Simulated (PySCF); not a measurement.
ClGeH₅OSi, SMILES Cl[SiH2][O][GeH3].

Geometry: PBE0-D3(BJ)/def2-SVP. This is a generated structure with no PubChem entry under its InChIKey; it may be hypothetical. The values are those of a single conformer.

Computed with PySCF with B3LYP/def2-TZVP.

The molecule is in vacuum.

Computed frontier levels, gap, dipole moment and polarisability:
```
Property                                                                                                        Value
---------------------------------------------------------------------------------------------  ----------------------
highest occupied level                                                                                       -8.31 eV
lowest empty level                                                                                           -0.43 eV
orbital gap                                                                                                   7.88 eV
dipole moment                                                                                                  1.31 D
quadrupole, principal values (traceless, Buckingham form, about the centre of nuclear charge)  -4.84, -0.32, 5.16 D·Å
mean static polarisability                                                                      67.8 bohr³ (10.04 Å³)
polarisability, principal values                                                               60.4, 68.9, 74.1 bohr³
```
